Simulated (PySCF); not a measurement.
**Correlation energy of In⁺ (indium, charge +1)**

Starting occupation: [Kr] 4d10 5s2. All numbers are calculated (PySCF 2.14, X2C-1e with screened-nucleus spin-orbit coupling, Gaussian nucleus, in x2c-TZVPPall-2c (8s9p5d2f, 74 functions)). Frozen: [Ar] 3d10; 20 electrons correlated; the 6 highest virtual spinors left out.

MP2 pair energies summed by pair of shells (mhartree):

```json
{"pair": "4d3/2-4d5/2", "energy": "-86.78", "share (%)": "22.1"}
{"pair": "4d5/2-4d5/2", "energy": "-62.60", "share (%)": "15.9"}
{"pair": "4d5/2-5s1/2", "energy": "-42.99", "share (%)": "11.0"}
{"pair": "4d3/2-5s1/2", "energy": "-28.06", "share (%)": "7.1"}
{"pair": "4d5/2-4p3/2", "energy": "-27.09", "share (%)": "6.9"}
{"pair": "4d3/2-4d3/2", "energy": "-26.35", "share (%)": "6.7"}
{"pair": "5s1/2-5s1/2", "energy": "-22.92", "share (%)": "5.8"}
{"pair": "4d3/2-4p3/2", "energy": "-18.22", "share (%)": "4.6"}
{"pair": "4d5/2-4p1/2", "energy": "-13.34", "share (%)": "3.4"}
{"pair": "4p1/2-4p3/2", "energy": "-9.93", "share (%)": "2.5"}
{"pair": "4p3/2-4p3/2", "energy": "-9.80", "share (%)": "2.5"}
{"pair": "4d3/2-4p1/2", "energy": "-8.56", "share (%)": "2.2"}
{"pair": "4d5/2-4s1/2", "energy": "-8.29", "share (%)": "2.1"}
{"pair": "4p3/2-4s1/2", "energy": "-6.93", "share (%)": "1.8"}
{"pair": "4d3/2-4s1/2", "energy": "-5.49", "share (%)": "1.4"}
{"pair": "4p3/2-5s1/2", "energy": "-4.91", "share (%)": "1.3"}
{"pair": "4p1/2-4s1/2", "energy": "-3.47", "share (%)": "0.9"}
{"pair": "4p1/2-4p1/2", "energy": "-2.29", "share (%)": "0.6"}
{"pair": "4p1/2-5s1/2", "energy": "-2.17", "share (%)": "0.6"}
{"pair": "4s1/2-4s1/2", "energy": "-1.68", "share (%)": "0.4"}
{"pair": "4s1/2-5s1/2", "energy": "-0.64", "share (%)": "0.2"}
```

Total MP2 correlation energy: -392.51 mhartree.

This basis was not built for core-valence correlation, so the inner-shell part is incomplete.
